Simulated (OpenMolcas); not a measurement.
# Pt2+: moving the ligands

Pt2+ with 6 ligands (ammonia) in tetragonal octahedral coordination (Ci) at 2.14 Å, the axial distance 1.969 Å. Ligand basis ANO-RCC-VDZP.

- Program: OpenMolcas
- Method: CASSCF
- Basis: ANO-RCC-VDZP [7s6p4d2f]
- Scalar Hamiltonian: DKH2, point nucleus
- Active space: 8 electrons in 5 orbitals (5d)
- State averaging: 2S+1 = 3 even, 10 roots; 2S+1 = 1 even, 15 roots
- Spin-orbit coupling: state interaction with AMFI integrals over the reference wave functions

Runs around this geometry, states. Energies in cm-1 above the lowest state or level, χT in cm3 K/mol.

| R (Å) | Axial / equatorial distance | Ground state | First state of that spin | First gap with spin-orbit (degeneracies) | χT at 300 K | First state of another spin |
| --- | --- | --- | --- | --- | --- | --- |
| 2.14 | 0.92 | 2S+1 = 3 | 30615 | 0.4 (1, 1) | 1.297 | 2S+1 = 1: 3906 |
| 2.35 | 0.92 | 2S+1 = 3 | 18092 | 0.6 (1, 1) | 1.543 | 2S+1 = 1: 6819 |
| 2.22 | 1.012 | 2S+1 = 3 | 24275 | 10.4 (1, 1) | 1.466 | 2S+1 = 1: 11160 |

Without dynamic correlation the repulsion within the d shell is too large (B by tens of per cent), so at a given field states of lower spin stand too high. Real 4d8 and 5d8 ions are as a rule square planar and diamagnetic. With metal d orbitals alone the field can be off either way by tens of per cent. Ligand-to-metal charge-transfer states are missing. With no ligand orbital active B as a rule stays too high, so bands that hang on it stand too high and its fall with covalency is understated. This shell can be high or low spin here, a state of another spin lies low, and with metal d orbitals alone active their balance is uncertain, so the ground spin may be wrong (holds for R = 2.14, ratio = 0.92; R = 2.35, ratio = 0.92). The least metal-like active orbital is 70 % on the metal (Löwdin) and no ligand orbital is active, so the numbers are rough (holds for R = 2.14, ratio = 0.92). The least metal-like active orbital is 78 % on the metal (Löwdin) and no ligand orbital is active, so the numbers are rough (holds for R = 2.35, ratio = 0.92). The least metal-like active orbital is 79 % on the metal (Löwdin) and no ligand orbital is active, so the numbers are rough (holds for R = 2.22, ratio = 1.012). No measured value stands beside these numbers; the geometry is a model, was not optimised and need not be the one that this ion takes.

A state without a sure symmetry label is named by its multiplicity alone.
